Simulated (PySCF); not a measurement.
C₅H₈F₄O₂.
Geometry (GFN2-xTB, Å), atoms numbered from 1 in this order:
```
atom  x, y, z in Å
C1     2.8613   -0.7483   -0.0389
C2     1.3645   -0.8290   -0.2683
O3     0.8164    0.4733   -0.0314
C4    -0.5286    0.5714   -0.2534
O5    -1.2711   -0.1593    0.7092
C6    -2.3494   -0.8739    0.2447
F7    -1.9359   -1.8941   -0.5761
C8    -0.8938    2.0652   -0.1287
F9    -2.2195    2.2347   -0.2810
F10   -0.5651    2.5865    1.0451
F11   -0.3046    2.7931   -1.0809
H12    3.0622   -0.4615    0.9889
H13    3.2971   -0.0033   -0.6982
H14    3.3148   -1.7148   -0.2383
H15    1.1376   -1.1282   -1.3012
H16    0.9007   -1.5480    0.4160
H17   -0.8098    0.2414   -1.2738
H18   -3.0567   -0.2708   -0.3440
H19   -2.8299   -1.3252    1.1181
```

Mulliken charges (e) from the PBE0/pcSseg-1 density (PySCF), one withheld:

```csv
atom,bonded to,charge
C1,C2 H12 H13 H14,-0.2697
C2,C1 O3 H15 H16,-0.0020
O3,C2 C4,-0.5114
C4,O3 O5 C8 H17,+0.2739
O5,C4 C6,-0.5060
C6,O5 F7 H18 H19,+0.3648
F7,C6,?
C8,C4 F9 F10 F11,+0.8453
F9,C8,-0.2811
F10,C8,-0.2511
F11,C8,-0.2639
H12,C1,+0.1269
H13,C1,+0.1230
H14,C1,+0.1183
H15,C2,+0.1079
H16,C2,+0.1237
H17,C4,+0.1127
H18,C6,+0.1053
H19,C6,+0.1218
```

Task: What is the charge on F7?

Result: The charges add up to the total charge, 0. The others sum to +0.3384, which leaves -0.3384 e for F7 (alkyl fluorine); the computed value is -0.3385, the difference coming from rounding.

Task: Add each hydrogen's charge to the atom that carries it.

Result: C1 +0.0985, C2 +0.2296, C4 +0.3866, C6 +0.5919. Atoms without hydrogen keep their charges.

Task: Across which bond do the charges differ most?

Result: C8–F9: +0.8453 on C8 against -0.2811 on F9, a difference of 1.1264 e. The lower charge is on the more electronegative element of the two (Pauling values: F 3.98, C 2.55).

Task: Take the bonds between elements whose Pauling electronegativities differ by more than 0.25. In how many does the more electronegative atom carry the lower charge?

Result: In 13 of 16; it doesn't in C4–H17, C6–H18 and C6–H19.

Task: How much positive and how much negative charge does this set hold in all?

Result: +2.4236 e on 11 atoms and -2.4237 e on 8.

The Mulliken scheme gives each basis function's population to the atom it is centred on and halves the overlap population of two atoms between them. One conformer (not necessarily the lowest) at the GFN2-xTB geometry, without solvent, vibrations or thermal averaging.

The run behind these numbers computed NMR shieldings as well. On one thread of an AMD EPYC (shared host), this took 1.9 min wall and 1.0 GiB of memory at its peak.
